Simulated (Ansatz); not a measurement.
A structure drawn as `C[CH2][GeH]`, with this starting geometry:

Cartesian coordinates in Å:
```
C 0.100 0.675 -0.632
C -0.614 -0.403 0.036
Ge 0.634 -1.501 1.005
H -0.580 1.295 -1.225
H 0.854 0.327 -1.388
H 0.661 1.366 0.090
H -1.129 -1.049 -0.724
H -1.337 -0.027 0.728
H 1.411 -0.683 2.110
```

Charge 0, multiplicity 1.

Problem. Does it keep its bonds when Ansatz relaxes it at PBE-D4/def2-SVP and then PBE0-D4/def2-TZVP?

Solution. Yes, every drawn bond is still there and no new one forms.

Problem. Give the relaxed structure. (Best estimate.)

Solution. The calculation gave: 
Z-matrix (Å, degrees):
```
C
C 1 1.522
H 1 1.093 2 111.5
H 1 1.095 2 111.9 3 119.8
H 1 1.092 2 111.1 3 -119.4
Ge 2 1.993 1 118.6 3 63.9
H 2 1.104 1 110.1 3 179.6
H 2 1.094 1 111.7 3 -64.0
H 6 1.602 2 93.5 1 34.2
```
All modes are real.

Atoms count as bonded under 1.1 times the sum of their covalent radii (H–H under 0.85 Å, pairs among N, O and F under 1.55 Å), and a drawn bond as lost past 1.3 times.
